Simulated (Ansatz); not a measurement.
Computed with Ansatz.

Basis-set series for `[InH2][c]1ccccc1`. Charge 0, multiplicity 1. In takes the def2 core potential. The structure was optimised at the PBE0-D4/def2-TZVP level.

| functional | basis | functions | energy (Eh) | HOMO (eV) | LUMO (eV) |
| --- | --- | --- | --- | --- | --- |
| PBE0-D4 | def2-SVP | 145 | -422.50592 | -7.32 | -1.71 |
| PBE0-D4 | def2-TZVPP | 334 | -422.76015 | -7.34 | -1.76 |
| ωB97M-V | def2-SVP | 145 | -422.61207 | -9.39 | -0.13 |
| ωB97M-V | def2-TZVPP | 334 | -422.87806 | -9.42 | -0.26 |

(1) Give the rows for def2-QZVPP. (Best estimate.)

Answers

(1) The calculation gave: 
```csv
functional,basis,functions,energy (Eh),HOMO (eV),LUMO (eV)
PBE0-D4,def2-QZVPP,634,-422.77385,-7.35,-1.77
ωB97M-V,def2-QZVPP,634,-422.89096,-9.43,-0.29
```
